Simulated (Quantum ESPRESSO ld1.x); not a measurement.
Results of a calculation; reference values are marked as such.
Ionisation of the lithium ion Li+, [He], to Li2+, 1s1, under several functionals. Dirac Kohn-Sham, spin-unpolarised, spherical densities, point nucleus; ld1.x of Quantum ESPRESSO 7.5.

\begin{tabular}{lrrrrrr}
functional & E(Li+) (hartree) & Exc (hartree) & IE (eV) & -e(HOMO) (eV) & <r> HOMO (bohr) & IE error (eV) \\ \hline
BP86 & -7.277 & -1.685 & 79.442 & 60.567 & 0.5770 & +3.802 \\
LDA (Slater exchange, Perdew-Zunger correlation) & -7.142 & -1.529 & 78.129 & 59.588 & 0.5848 & +2.489 \\
PW86 exchange with PBE correlation & -7.288 & -1.694 & 79.622 & 60.696 & 0.5781 & +3.982 \\
Engel-Vosko exchange with Perdew-Wang LDA correlation & -7.447 & -1.867 & 81.165 & 61.923 & 0.5750 & +5.525 \\
LDA (Slater exchange, Hedin-Lundqvist correlation) & -7.146 & -1.533 & 78.175 & 59.635 & 0.5850 & +2.535 \\
BLYP & -7.280 & -1.686 & 79.607 & 60.719 & 0.5788 & +3.967 \\
RPBE & -7.286 & -1.693 & 79.487 & 60.557 & 0.5780 & +3.847 \\
HCTH/120 & -7.288 & -1.695 & 79.612 & 60.791 & 0.5772 & +3.972 \\
\end{tabular}

NIST Atomic Spectra Database: 75.640 eV (theoretical). Closest: LDA (Slater exchange, Perdew-Zunger correlation). The Delta-SCF values span 3.04 eV, the total energies 0.30 hartree. The highest occupied level is 1s1/2. Spin polarisation and multiplet splitting are left out, so open shells lie too high by an amount that depends on their filling.

Beside tabulated values, note that spin-unpolarised runs miss the spin-polarisation part of the exchange energy of open shells.
